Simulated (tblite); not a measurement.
Parent: `[CH3:1]/[CH:2]=[C:3]1\[SiH2:4][CH2:5][C@H:6]1[F:7]` with C2–C3–Si4–C5 165°, C3–Si4–C5–C6 7°, Si4–C5–C6–F7 -130°, C2–C3–C6–C5 -165°, C5H9FSi.

The geometries are computed with GFN2-xTB (gas phase). One conformer each, not checked by frequencies here.

| coordinate of the parent | value |
| --- | --- |
| C1–C2 | 1.489 Å |
| C2=C3 | 1.324 Å |
| C3–Si4 | 1.889 Å |
| Si4–C5 | 1.917 Å |
| C5–C6 | 1.536 Å |
| C6–F7 | 1.382 Å |
| C3–C6 | 1.513 Å |
| C1–C2–C3 | 124.2° |
| C2–C3–Si4 | 138.8° |
| C2–C3–C6 | 127.6° |
| Si4–C3–C6 | 93.2° |
| C3–Si4–C5 | 75.1° |
| Si4–C5–C6 | 91.4° |
| C5–C6–F7 | 113.2° |
| C3–C6–C5 | 99.1° |
| C3–C6–F7 | 113.6° |

Problem. How does the shared frame change in `[CH3:1]/[CH:2]=[C:3]1/[SiH2:4][C@@H:5]([N:6]([CH3:7])[CH3:8])[C@@H:9]1[F:10]` with Si4–C5–N6–C7 -63°, C2–C3–Si4–C5 -166°, C3–Si4–C5–N6 -129°, Si4–C5–C9–F10 136°, C2–C3–C9–C5 164°, C7H14FNSi? Atoms pair as C1 = C1, C2 = C2, C3 = C3, Si4 = Si4, C5 = C5, C6 = C9, F7 = F10 (parent first).

Solution. 
```csv
parent,relative,value in the relative,change
C1–C2,C1–C2,1.492 Å,+0.003
C2=C3,C2=C3,1.326 Å,+0.002
C3–Si4,C3–Si4,1.885 Å,-0.004
Si4–C5,Si4–C5,1.927 Å,+0.010
C5–C6,C5–C9,1.537 Å,+0.001
C6–F7,C9–F10,1.383 Å,+0.001
C3–C6,C3–C9,1.512 Å,-0.001
C1–C2–C3,C1–C2–C3,126.1°,+1.9
C2–C3–Si4,C2–C3–Si4,137.9°,-0.9
C2–C3–C6,C2–C3–C9,129.2°,+1.6
Si4–C3–C6,Si4–C3–C9,92.9°,-0.3
C3–Si4–C5,C3–Si4–C5,75.0°,-0.1
Si4–C5–C6,Si4–C5–C9,90.5°,-0.9
C5–C6–F7,C5–C9–F10,113.3°,+0.1
C3–C6–C5,C3–C9–C5,99.0°,-0.1
C3–C6–F7,C3–C9–F10,115.1°,+1.5
```

Of the parent's bonds, Si4–C5 changes most (+0.010 Å). Bonds of the relative outside the shared frame: C5–N6 1.449, N6–C7 1.446, N6–C8 1.451 Å. Point group C1 → C1.

Problem. How does the shared frame change in `[CH3:1][C:2]#[C:3][C@@H:4]1[SiH2:5]/[C:6](=[CH:7]/[CH3:8])[C@@H:9]1[F:10]`, C8H11FSi? Atoms pair as C1 = C8, C2 = C7, C3 = C6, Si4 = Si5, C5 = C4, C6 = C9, F7 = F10 (parent first).

Solution. 
```json
{"parent": "C1–C2", "relative": "C8–C7", "value in the relative": "1.492 Å", "change": "+0.003"}
{"parent": "C2=C3", "relative": "C7=C6", "value in the relative": "1.327 Å", "change": "+0.003"}
{"parent": "C3–Si4", "relative": "C6–Si5", "value in the relative": "1.886 Å", "change": "-0.003"}
{"parent": "Si4–C5", "relative": "Si5–C4", "value in the relative": "1.936 Å", "change": "+0.019"}
{"parent": "C5–C6", "relative": "C4–C9", "value in the relative": "1.552 Å", "change": "+0.016"}
{"parent": "C6–F7", "relative": "C9–F10", "value in the relative": "1.379 Å", "change": "-0.003"}
{"parent": "C3–C6", "relative": "C6–C9", "value in the relative": "1.515 Å", "change": "+0.002"}
{"parent": "C1–C2–C3", "relative": "C8–C7–C6", "value in the relative": "126.0°", "change": "+1.8"}
{"parent": "C2–C3–Si4", "relative": "C7–C6–Si5", "value in the relative": "137.4°", "change": "-1.4"}
{"parent": "C2–C3–C6", "relative": "C7–C6–C9", "value in the relative": "128.4°", "change": "+0.8"}
{"parent": "Si4–C3–C6", "relative": "Si5–C6–C9", "value in the relative": "94.1°", "change": "+0.9"}
{"parent": "C3–Si4–C5", "relative": "C6–Si5–C4", "value in the relative": "75.3°", "change": "+0.2"}
{"parent": "Si4–C5–C6", "relative": "Si5–C4–C9", "value in the relative": "91.0°", "change": "-0.4"}
{"parent": "C5–C6–F7", "relative": "C4–C9–F10", "value in the relative": "113.9°", "change": "+0.7"}
{"parent": "C3–C6–C5", "relative": "C6–C9–C4", "value in the relative": "99.1°", "change": "0.0"}
{"parent": "C3–C6–F7", "relative": "C6–C9–F10", "value in the relative": "114.0°", "change": "+0.4"}
```

Of the parent's bonds, Si4–C5 changes most (+0.019 Å). Bonds of the relative outside the shared frame: C1–C2 1.448, C2≡C3 1.199, C3–C4 1.439 Å. Point group C1 → C1.
